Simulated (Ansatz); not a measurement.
Basis-set series for ClFH4N2Zr (`[NH2][Zr]([NH2])([F])[Cl]`). The species carries charge 0 and has multiplicity 1. Zr: def2 effective core potential. Geometry: relaxed with PBE0-D4/def2-TZVP. It is one conformer, not always the lowest.

| functional | basis | functions | energy (Eh) | HOMO (eV) | LUMO (eV) |
| --- | --- | --- | --- | --- | --- |
| PBE0-D4 | def2-SVP | 111 | -718.56890 | -7.55 | -0.74 |
| PBE0-D4 | def2-TZVPP | 247 | -718.99624 | -7.71 | -0.92 |
| ωB97M-V | def2-SVP | 111 | -718.77033 | -9.86 | 0.82 |
| ωB97M-V | def2-TZVPP | 247 | -719.20362 | -10.04 | 0.60 |

Task: Give the rows for def2-QZVPP. (Best estimate.)

Result: The calculation gave: 
| functional | basis | functions | energy (Eh) | HOMO (eV) | LUMO (eV) |
| --- | --- | --- | --- | --- | --- |
| PBE0-D4 | def2-QZVPP | 442 | -719.02507 | -7.74 | -0.95 |
| ωB97M-V | def2-QZVPP | 442 | -719.23091 | -10.08 | 0.36 |

Positive LUMOs are unbound and depend on the basis.

Program: Ansatz 0.2.0.
